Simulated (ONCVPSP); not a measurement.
Before and after: ONCV potential for Hf (Z = 72)

```
Element                 : hafnium (Hf)
Generator               : ONCVPSP 4.0.1
Type                    : optimised norm-conserving Vanderbilt (ONCV)
Functional              : PBE
Relativity              : fully relativistic
Frozen core             : [Kr] 4d10 4f14
Valence charge          : 12
Reference configuration : 5s2 5p6 5d2 6s1.5 (charge +0.5)
Partial waves           : 5s+6s: rc 1.45 bohr, ncon 4, nbas 9, qcut 6.4 1/bohr, 2 projectors; 5p: rc 1.90 bohr, ncon 4, nbas 7, qcut 6.3 1/bohr, 2 projectors, debl 2.2 Ha; 5d: rc 3.15 bohr, ncon 4, nbas 9, qcut 5.8 1/bohr, 2 projectors, debl 1.4 Ha
Local potential         : polynomial inside 1.00 bohr (lpopt 4, dvloc0 0 Ha)
Core correction         : polynomial model core, fcfact 0.7
```

Open shells are filled in proportion to 2j + 1.

All-electron outer shells of the reference configuration (PBE, scalar-relativistic, ld1.x):

```json
{"shell": "5s", "level (eV)": "-70.31", "outermost node (bohr)": "0.55", "outermost maximum (bohr)": "1.01"}
{"shell": "5p", "level (eV)": "-38.88", "outermost node (bohr)": "0.60", "outermost maximum (bohr)": "1.16"}
{"shell": "4f", "level (eV)": "-20.13", "outermost node (bohr)": "–", "outermost maximum (bohr)": "0.45"}
{"shell": "6s", "level (eV)": "-7.95", "outermost node (bohr)": "1.36", "outermost maximum (bohr)": "2.85"}
{"shell": "5d", "level (eV)": "-5.81", "outermost node (bohr)": "0.67", "outermost maximum (bohr)": "1.69"}
```

Change: d: nproj 1.

Cutoffs: the cutoffs (Ha) at which the residual kinetic energy of the hardest occupied pseudo-wave falls to 1 and 0.1 mHa per electron; they do not see the model core or the augmentation charge, which bear on the density cutoff. Errors are all-electron minus pseudo energies relative to the spin-unpolarised reference configuration.

Predict the effect on cutoff, ghosts and configuration errors.

The potential gets neither clearly harder nor softer (20 Ha and 92 Ha → 20 Ha and 92 Ha); the errors of the 4 common tests hardly move; the range in which the d5/2 phases agree narrows (upper end 3.1 → 0.5); the range in which the d3/2 phases agree narrows (upper end 3.0 → 0.5); neither file shows a bound ghost.

| quantity | base | changed |
| --- | --- | --- |
| cutoff, loose | 20 Ha | 20 Ha |
| cutoff, tight | 92 Ha | 92 Ha |
| bound ghosts | none | none |
| GHOST(+) flags under 300 eV | s at 134.6 eV | s at 134.6 eV |
| error for 5s2 5p6 5d2 6s2, meV [ΔE -3.26 eV] | -0.2 | -0.2 |
| error for 5s2 5p6 5d2 6s1, meV [ΔE 4.72 eV] | -0.3 | -0.4 |
| error for 5s2 5p6 5d2 6s0, meV [ΔE 18.90 eV] | -8.4 | -9.5 |
| error for 5s2 5p6 5d2 6s0 6p2, meV [ΔE 4.55 eV] | -1.6 | -1.9 |
| s: phases at 1.47 bohr within 0.05 rad from the reference energy up to (Ha; the scan ends near 5) | 3.4 | 3.4 |
| p3/2: phases at 1.92 bohr within 0.05 rad from the reference energy up to (Ha; the scan ends near 5) | to the end of the scan | to the end of the scan |
| p1/2: phases at 1.92 bohr within 0.05 rad from the reference energy up to (Ha; the scan ends near 5) | to the end of the scan | to the end of the scan |
| d5/2: phases at 3.20 bohr within 0.05 rad from the reference energy up to (Ha; the scan ends near 5) | 3.1 | 0.5 |
| d3/2: phases at 3.20 bohr within 0.05 rad from the reference energy up to (Ha; the scan ends near 5) | 3.0 | 0.5 |
| rms error of d²Exc/dni dnj with the model core, mHa | 2.49 | 2.49 |

Base: These tests converged, but a pseudo level misses the all-electron one widely, so the file describes the atom poorly there or has found another state: 5s2 5p6 5d2 6s0 6p2: empty 6s by 10.7 eV. Changed file: These tests converged, but a pseudo level misses the all-electron one widely, so the file describes the atom poorly there or has found another state: 5s2 5p6 5d2 6s0 6p2: empty 6s by 10.7 eV.
